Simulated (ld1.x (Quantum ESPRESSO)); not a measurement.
## Which change was made? (Cr, RRKJ)

* Element: Cr (Z = 24)
* Generator: ld1.x (Quantum ESPRESSO) 7.5
* Type: norm-conserving RRKJ (Kleinman–Bylander form)
* Functional: PBE
* Relativity: scalar-relativistic
* Frozen core: [Ne] 3s2
* Valence charge: 12
* Reference configuration: 3p6 3d5 4s1 4p0
* Partial waves: 4s (bound): rc 2.90 bohr; 3p (bound): rc 1.40 bohr; 3d (bound): rc 1.90 bohr
* Local potential: all-electron potential smoothed inside 1.20 bohr (lloc = -1)
* Core correction: none
* rho0: 0.01

Cutoffs, loose and tight: the cutoffs (Ry, on a coarse ladder) from which the occupation-weighted sum of valence levels, in a spherical-Bessel basis at the reference potential, stays within 10 and 1 mRy of its value at 400 Ry. They do not see the model core or the augmentation charge, which bear on the density cutoff. Test errors are all-electron minus pseudo excitation energies from the reference, over the configurations 3p6 3d5 4s0 4p0; 3p6 3d4 4s0 4p0; 3p6 3d3 4s0 4p0; 3p6 3d4 4s1 4p0; 3p5 3d5 4s1 4p0; 3p6 3d6 4s0 4p0; 3p6 3d2 4s0 4p0; variants that change the core or the reference have their own tests. The largest error is taken over the tests solved by every variant that gives reliable tests at all, those not shown here included: 3p5 3d5 4s1 4p0; 3p6 3d2 4s0 4p0; 3p6 3d3 4s0 4p0; 3p6 3d4 4s0 4p0; 3p6 3d5 4s0 4p0; 3p6 3d6 4s0 4p0.

The base gives: outcome: generated; cutoff, loose: 50 Ry; cutoff, tight: 70 Ry; bound ghosts: s; largest test error (meV): +988.

Task: After one change the result is: outcome: generated; cutoff, loose: 90 Ry; cutoff, tight: 100 Ry; bound ghosts: s; largest test error (meV): -59. Which change was it?
A. wave 3d (bound): rc 1.90 bohr becomes 3d (bound): rc 1.34 bohr
B. local potential all-electron potential smoothed inside 2.68 bohr (lloc = -1)
C. core correction a·sin(br)/r model core inside 0.60 bohr

Result: A. The others give: core correction a·sin(br)/r model core inside 0.60 bohr → outcome: generated; cutoff, loose: 50 Ry; cutoff, tight: 70 Ry; bound ghosts: s; largest test error (meV): +775 | local potential all-electron potential smoothed inside 2.68 bohr (lloc = -1) → outcome: generated; cutoff, loose: 50 Ry; cutoff, tight: 70 Ry; bound ghosts: none; largest test error (meV): +495.
